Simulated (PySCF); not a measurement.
An unknown gives this computed stick spectrum. Method used: TDDFT B3LYP/def2-SVPD, vertical, gas phase, core orbitals frozen in the response in PySCF. Geometries: GFN2-xTB, one conformer each.

```json
{"state": "S1", "E (eV)": "6.34", "λ (nm)": "195.4", "f": "0.0057"}
{"state": "S2", "E (eV)": "6.38", "λ (nm)": "194.4", "f": "0.088"}
{"state": "S3", "E (eV)": "6.40", "λ (nm)": "193.8", "f": "0.129"}
{"state": "S4", "E (eV)": "6.77", "λ (nm)": "183.0", "f": "0.0000"}
{"state": "S5", "E (eV)": "6.96", "λ (nm)": "178.2", "f": "0.0026"}
{"state": "S6", "E (eV)": "7.25", "λ (nm)": "171.0", "f": "0.0004"}
{"state": "S7", "E (eV)": "7.27", "λ (nm)": "170.4", "f": "0.0003"}
{"state": "S8", "E (eV)": "7.47", "λ (nm)": "165.9", "f": "0.0001"}
```

Question: Which structure fits?
A. `c1(onc(Cl)c1)C`
B. `N#CCCC(=O)Cl`
C. `Cc1oc(=O)oc1O`
D. `Clc1csnn1`

Answer: A. Its S1, at 6.34 eV, is the highest among the candidates; the nearest of the others has S1 at 5.17 eV. S1 is HOMO-2→LUMO (97%). Löwdin shares by element: HOMO carbon 42% or more, nitrogen 33% (atoms not listed hold the other 24%); LUMO carbon 38% or more, nitrogen 22%, oxygen 16% (atoms not listed hold the other 24%). At the same level the other candidates give, for their lowest levels:
- `Cc1oc(=O)oc1O`: 5.02 eV (f 0.000); 5.93 eV (f 0.003); 6.01 eV (f 0.101); 6.43 eV (f 0.006); 6.81 eV (f 0.261); T1 4.38 eV; HOMO -6.44, LUMO -0.47 eV
- `N#CCCC(=O)Cl`: 5.17 eV (f 0.000); 6.16 eV (f 0.000); 6.68 eV (f 0.017); 6.85 eV (f 0.001); 6.95 eV (f 0.003); T1 4.66 eV; HOMO -8.84, LUMO -1.88 eV
- `Clc1csnn1`: 4.06 eV (f 0.001); 4.99 eV (f 0.027); 5.66 eV (f 0.046); 5.66 eV (f 0.001); 6.11 eV (f 0.002); T1 3.36 eV; HOMO -7.65, LUMO -2.22 eV
Triplets come from the Tamm–Dancoff approximation.
